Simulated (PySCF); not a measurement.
C2H3BBrF, SMILES C=CB(Br)F.

Coordinates come from a PBE0-D3(BJ)/def2-SVP optimisation. The structure was generated by enumeration, and PubChem lists no compound with its InChIKey, so it may never have been made. The values are those of a single conformer.

Level of theory: PBE/def2-TZVP (PySCF).

Symmetry labels are those of the subgroup Cs that the program uses (full group Cs).

Computed valence orbital energies around the gap with their symmetry:
```csv
orbital,symmetry,energy (eV)
HOMO−7,A',-11.62
HOMO−6,A",-11.38
HOMO−5,A',-10.41
HOMO−4,A',-9.63
HOMO−3,A',-8.12
HOMO−2,A",-7.98
HOMO−1,A',-7.25
HOMO,A",-7.24
LUMO,A",-2.89
LUMO+1,A",0.25
LUMO+2,A',0.31
LUMO+3,A',1.00
```
